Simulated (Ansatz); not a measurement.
Harmonic frequencies (cm⁻¹) at PBE0-D4/def2-TZVP from Ansatz: 55, 141, 198, 310, 342, 483, 488, 515, 560, 734, 799, 893, 965, 1054, 1854, 2212, 2214, 3673.

Each molecule was computed in one conformer, which needn't be the lowest.

(1) Which molecule is it?
A. `O[SiH2][InH][F]`
B. `O=[C]([SeH])[InH][OH]`
C. `S[Si]1(Cl)C=N1`
D. `B[O][GeH3]`

Results:

(1) A.
